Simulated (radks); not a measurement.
The indium ion In+, 48 electrons, occupied as [Kr] 4d8 5s1 5p3 (not the ground configuration). Calculated with a radial shooting solver on a logarithmic mesh with Libxc functionals: Dirac Kohn-Sham, PBE, spin-unpolarised, spherical densities, finite nucleus; open shells are shared between the two j in proportion to 2j + 1; Fermi nuclear charge, rms radius 4.6156 fm.

Unscreened Slater integrals over Kohn-Sham orbitals (cm^-1). Large and small components are both included.

F0(5p3/2,5p3/2): 71749
F2(5p3/2,5p3/2): 38562
F0(5p3/2,5p1/2): 72925
G2(5p3/2,5p1/2): 39066
F0(5p3/2,5s1/2): 78490
G1(5p3/2,5s1/2): 50704
F0(5p3/2,4d5/2): 90104
F2(5p3/2,4d5/2): 24479
G1(5p3/2,4d5/2): 8275.1
G3(5p3/2,4d5/2): 7381.6
F0(5p1/2,5p1/2): 74180
F0(5p1/2,5s1/2): 80150
G1(5p1/2,5s1/2): 53246
F0(5p1/2,4d5/2): 92858
G3(5p1/2,4d5/2): 8254.2
F0(5s1/2,5s1/2): 88257
F0(5s1/2,4d5/2): 107710
G2(5s1/2,4d5/2): 15069
F0(4d5/2,4d5/2): 179100
F2(4d5/2,4d5/2): 90262
F4(4d5/2,4d5/2): 59557
